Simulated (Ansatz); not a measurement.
`[SiH3]B1B[SiH2]1` and `NB1B[SiH2]1` differ in one atom or group.

Ansatz, PBE0-D4/def2-TZVP geometries, multiplicity 1. Each molecule was computed in one conformer, which needn't be the lowest.

```json
{"property": "size of the dipole moment (ωB97M-V/def2-TZVPP) / D", "`[SiH3]B1B[SiH2]1`": "1.84"}
{"property": "HOMO energy (B3LYP/def2-TZVPP) / eV", "`[SiH3]B1B[SiH2]1`": "-6.82"}
{"property": "LUMO energy (PBE0/def2-TZVPP) / eV", "`[SiH3]B1B[SiH2]1`": "-2.05"}
{"property": "HOMO–LUMO gap (B3LYP/def2-TZVPP) / eV", "`[SiH3]B1B[SiH2]1`": "4.61"}
{"property": "HOMO energy (PBE0/def2-TZVPP) / eV", "`[SiH3]B1B[SiH2]1`": "-7.05"}
{"property": "LUMO energy (PBE/def2-TZVPP) / eV", "`[SiH3]B1B[SiH2]1`": "-2.86"}
```

(1) Give the same properties after the change, and the shifts. (Best estimate.)

## Answers

(1) Computed: 
```json
{"property": "size of the dipole moment (ωB97M-V/def2-TZVPP) / D", "`NB1B[SiH2]1`": "3.76", "shift": "1.92"}
{"property": "HOMO energy (B3LYP/def2-TZVPP) / eV", "`NB1B[SiH2]1`": "-5.75", "shift": "1.07"}
{"property": "LUMO energy (PBE0/def2-TZVPP) / eV", "`NB1B[SiH2]1`": "-1.60", "shift": "0.45"}
{"property": "HOMO–LUMO gap (B3LYP/def2-TZVPP) / eV", "`NB1B[SiH2]1`": "4.00", "shift": "-0.61"}
{"property": "HOMO energy (PBE0/def2-TZVPP) / eV", "`NB1B[SiH2]1`": "-5.97", "shift": "1.08"}
{"property": "LUMO energy (PBE/def2-TZVPP) / eV", "`NB1B[SiH2]1`": "-2.38", "shift": "0.48"}
```

With PBE0 the HOMO rises by 1.08 eV and the LUMO rises by 0.45 eV, so the gap narrows by about 0.63 eV. PBE moves the HOMO by 1.04 eV and ωB97M-V by 1.14 eV. The zero-point energy changes by 4.0 kJ/mol with -3 modes. Dipoles are sizes alone; their direction can turn.

B3LYP here is the variant with VWN-RPA as its local correlation; programs differ in this.
